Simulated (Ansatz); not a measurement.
Species: CH₃Br₃Si, charge 0, multiplicity 1. 
Coordinates optimised at B3LYP-D3(BJ)/def2-TZVP (Ansatz, a program for electronic structure):
SMILES: C[Si](Br)(Br)Br
```xyz
8

Si    -0.4860    -0.0033    -0.0631
C     -2.3213    -0.0159    -0.3014
Br     0.1717     1.9699     0.7219
Br     0.5409    -0.3813    -1.9983
Br     0.1101    -1.5830     1.3832
H     -2.8186     0.1701     0.6513
H     -2.6370    -0.9861    -0.6864
H     -2.6067     0.7610    -1.0116
```

Dipole moments at this geometry, in debye (magnitudes).

```json
[
 {"level": "SVWN5/def2-TZVPD", "program": "Ansatz", "dipole (D)": "1.90"},
 {"level": "r2SCAN/def2-TZVPD", "program": "Ansatz", "dipole (D)": "1.89"},
 {"level": "r2SCANh/def2-TZVPD", "program": "Ansatz", "dipole (D)": "1.90"},
 {"level": "wB97X-V/def2-TZVPD", "program": "Ansatz", "dipole (D)": "1.90"},
 {"level": "CCSD(T)/def2-SVPD", "program": "Ansatz", "dipole (D)": "?"}
]
```

Task: What belongs in the gaps?

Result: 
- CCSD(T)/def2-SVPD, dipole (D): 1.78
